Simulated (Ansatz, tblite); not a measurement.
Forces on Ti(NH2)Cl3 (TiNCl₃H₂) at its r2SCAN-D4/def2-SVP geometry. Total charge 0; singlet.

The xTB rows come from tblite.

GFN1-xTB (tblite), largest force 0.62 eV/Å:

```xyz
7
positions Å, forces eV/Å
Ti    0.385    0.438   -0.330   -0.019   -0.004    0.041
N    -0.667   -0.795    0.531    0.331    0.409   -0.236
H    -1.669   -0.906    0.377    0.360   -0.177    0.262
H    -0.334   -1.417    1.269   -0.401    0.118   -0.252
Cl   -0.601    0.879   -2.229    0.312   -0.112    0.524
Cl    2.375   -0.448   -0.524   -0.554    0.268    0.024
Cl    0.510    2.250    0.906   -0.028   -0.502   -0.363
```

GFN2-xTB (tblite), largest force 0.69 eV/Å:

```
Ti -0.043 0.015 0.129
N 0.316 0.378 -0.235
H -0.041 -0.107 0.091
H -0.120 -0.077 0.037
Cl 0.380 -0.040 0.469
Cl -0.512 0.348 -0.030
Cl 0.020 -0.516 -0.461
```

r2SCAN-D4/def2-TZVP (Ansatz), largest force 0.72 eV/Å:

```
Ti 0.165 0.191 -0.142
N -0.411 -0.481 0.354
H 0.290 0.020 0.058
H -0.117 0.177 -0.217
Cl -0.035 0.030 -0.084
Cl 0.093 -0.028 -0.012
Cl 0.014 0.089 0.044
```
